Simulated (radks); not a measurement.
The numbers below are computed, except where a source is named.
Species: Tc1.25+. Configuration: [Kr] 4d4.75 5s1 (fractional occupations, a model configuration). Code: a radial shooting solver on a logarithmic mesh with Libxc functionals. Model: scalar-relativistic Kohn-Sham, PBEsol, spin-unpolarised, spherical densities, point nucleus.

Normalised radial functions P(r) = r R(r), r in bohr:

```
   r/bohr * 3p (the largest magnitude, 1.69, reaches the edge; | marks zero)
 0.002057                             *
 0.003169                             *
 0.004881                             *
 0.007459                             |*
  0.01149                             | *
  0.01756                             |  *
  0.02704                             |     *
  0.04132                             |         *
  0.06365                             |             *
  0.09804                             |             *
   0.1498                             |  *
   0.2308             *               |
   0.3526  *                          |
   0.5431         *                   |
   0.8299                       *     |
    1.278                            *|
    1.969                             *
    3.009                             *
    4.635                             *
    7.082                             *
```

3p: eigenvalue -426.36 eV, 1 radial node at r = 0.162 bohr, <r> = 0.417 bohr, 90 % of the charge inside 0.629 bohr.
